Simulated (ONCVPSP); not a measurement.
**fluorine (F), ONCV: configuration errors across variants**

- Element: F
- Generator: ONCVPSP 4.0.1
- Type: optimised norm-conserving Vanderbilt (ONCV)
- Functional: LDA (Perdew-Zunger)
- Relativity: scalar-relativistic
- Frozen core: [He]
- Valence charge: 7
- Reference configuration: 2s2 2p5
- Partial waves: 2s: rc 0.80 bohr, ncon 5, nbas 8, qcut 7.2 1/bohr, 2 projectors, debl 2.5 Ha; 2p: rc 1.35 bohr, ncon 4, nbas 8, qcut 11.5 1/bohr, 2 projectors, debl 0.9 Ha; d scattering state at 0.08 Ha: rc 1.40 bohr, ncon 4, nbas 8, qcut 8.1 1/bohr, 1 projector
- Local potential: polynomial inside 0.50 bohr (lpopt 5, dvloc0 2 Ha)
- Core correction: none

All-electron excitation energies from the reference (eV): (1) 2s2 2p4 19.555; (2) 2s2 2p3 58.067; (3) 2s2 2p2 118.799; (4) 2s1 2p5 38.211.

Errors AE − PS in meV (a dash: test not solved or not reliable):

| change | (1) | (2) | (3) | (4) | bound ghosts | GHOST(+) flags above zero |
| --- | --- | --- | --- | --- | --- | --- |
| base | +21 | +170 | +664 | -12 | none | none |
| p: debl 1.3 | +21 | +170 | +664 | -12 | none | none |
| d: rc 1.46 | +21 | +170 | +664 | -12 | none | none |
| core correction Teter function fitted to the true core (icmod 2), fcfact 0.45 | +20 | +164 | +634 | -14 | none | none |
| d: rc 1.06 | +21 | +170 | +664 | -12 | none | none |
| local potential polynomial inside 0.50 bohr (lpopt 5, dvloc0 4.5 Ha) | +21 | +170 | +664 | -12 | none | none |
| all radii scaled by about 0.79 (s 0.64, p 1.06, d 1.10 bohr); local potential polynomial inside 0.40 bohr (lpopt 5, dvloc0 2 Ha) | +7.8 | +76 | +321 | +2.8 | none | s |
| s: qcut 10.9 | +20 | +167 | +653 | -13 | none | none |

**Question.** Give the same row for: s: qcut 9; p: qcut 14.4; d: qcut 10.1.

**Answer.** +14, +121, +484, -4.8; bound ghosts: none; GHOST(+) flags above zero: none.
